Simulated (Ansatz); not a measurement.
Reaction (isomerisation): `CS[Si]SC` → `C=C([SiH3])SS`

Isolated molecules relaxed with PBE0-D4/def2-TZVP in Ansatz; ΔE leaves out vibrations. CCSD(T)/CBS is the MP2 limit (def2-TZVPP, def2-QZVPP) plus CCSD(T) − MP2 in def2-TZVPP, frozen cores. Functionals use def2-TZVPP. B3LYP here is the variant with VWN-RPA as its local correlation; programs differ in this. One conformer a species, not always the lowest.

```
             level  ΔE (kJ/mol)  difference from CCSD(T)/CBS
            PBE-D4        130.6                         11.9
         r2SCAN-D4        120.1                          1.4
           PBE0-D4        127.9                          9.2
          B3LYP-D4        119.1                          0.4
           ωB97X-V        111.5                         -7.2
           ωB97M-V        123.4                          4.7
            B2PLYP        118.0                         -0.7
               PBE        130.1                         11.4
            r2SCAN        120.0                          1.3
              PBE0        127.3                          8.6
             B3LYP        118.4                         -0.3
     HF/def2-TZVPP         99.7                        -19.0
    MP2/def2-TZVPP        118.2                         -0.5
SCS-MP2/def2-TZVPP        110.0                         -8.7
   CCSD/def2-TZVPP        116.1                         -2.6
CCSD(T)/def2-TZVPP        117.8                         -0.9
     HF/def2-QZVPP         98.2                        -20.5
    MP2/def2-QZVPP        118.1                         -0.6
SCS-MP2/def2-QZVPP        110.1                         -8.6
      HF/CBS(def2)         98.0                        -20.7
     MP2/CBS(def2)        119.0                          0.3
    CCSD/CBS(def2)        116.9                         -1.8
       CCSD(T)/CBS        118.7                            0
```

Largest T1 diagnostic among the species: 0.015.

In def2-TZVPP, CCSD(T) changes the Hartree–Fock value by +18.1 kJ/mol (the triples alone add +1.8 kJ/mol) and MP2 by +18.5 kJ/mol.
